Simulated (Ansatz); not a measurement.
Reaction (formal exchange of groups at the Si–P bond): `C[SiH2]P` + `[SiH3][SeH]` → `C[SiH2][SiH2][SeH]` + PH₃

Isolated molecules relaxed with PBE0-D4/def2-TZVP in Ansatz; ΔE leaves out vibrations. CCSD(T)/CBS adds triple-zeta CCSD(T) − MP2 to the extrapolated MP2 energy (def2 sets, frozen cores). This one scheme is used for every species. Functionals use def2-TZVPP. B3LYP here is the variant with VWN-RPA as its local correlation; programs differ in this. For Se outer-core shells are correlated without core-valence functions, which leaves a few kJ/mol of doubt a bond. Scalar relativity is left out up to krypton. Each species was taken in one conformer, which may not be the lowest.

```
             level  ΔE (kJ/mol)  difference from CCSD(T)/CBS
         r2SCAN-D4         14.3                         -0.8
           PBE0-D4         11.0                         -4.1
          B3LYP-D4         12.1                         -3.0
           ωB97X-V         14.3                         -0.8
           ωB97M-V         16.7                          1.6
            B2PLYP         17.2                          2.1
               PBE         11.8                         -3.3
            r2SCAN         15.4                          0.3
             B3LYP         16.7                          1.6
     HF/def2-TZVPP         21.9                          6.8
    MP2/def2-TZVPP         18.1                          3.0
SCS-MP2/def2-TZVPP         18.1                          3.0
CCSD(T)/def2-TZVPP         13.6                         -1.5
     HF/def2-QZVPP         22.6                          7.5
      HF/CBS(def2)         22.7                          7.6
     MP2/CBS(def2)         19.6                          4.5
       CCSD(T)/CBS         15.1                            0
```

Largest T1 diagnostic among the species: 0.013.

In def2-TZVPP, CCSD(T) changes the Hartree–Fock value by −8.3 kJ/mol (the triples alone add −0.8 kJ/mol) and MP2 by −3.8 kJ/mol. The D4 term adds −4.6 kJ/mol with B3LYP and −3.0 kJ/mol with PBE0; it sums over pairs of atoms, weighted by their polarisabilities, and B3LYP, whose exchange is more repulsive, gets the larger term.
